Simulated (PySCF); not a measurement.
TaOF2, SMILES [F][Ta+](=[O])[F], charge +1, multiplicity 1. Coordinates come from a r2SCAN-D4/def2-TZVP optimisation. The spin state was assumed, not searched. The isomer is the one that the SMILES or the coordinates give; other isomers of the formula were not compared. The def2 effective core potentials stand for the cores of Ta; spin–orbit coupling is left out.

These are r2SCAN-D4/def2-TZVP run with PySCF values and carry that method's errors.

Harmonic wavenumbers (cm⁻¹): 174, 253, 289, 756, 768, 1066. Rotational constants (GHz): 6.065, 4.947, 3.498; symmetry number 1.

Work out the zero-point energy and the ideal-gas rigid-rotor harmonic-oscillator thermochemistry at 298.15 K and 1 atm.

ZPE = ½ Σ hcν = ½ × 3307 cm⁻¹ = 4.73 kcal/mol. H − E(el) = 8.18 kcal/mol. Entropy in cal/(mol K): translation 42.26, rotation 25.53, vibration 6.13, total 73.92. G − E(el) = -13.86 kcal/mol. Cp = 15.01 cal/(mol K).
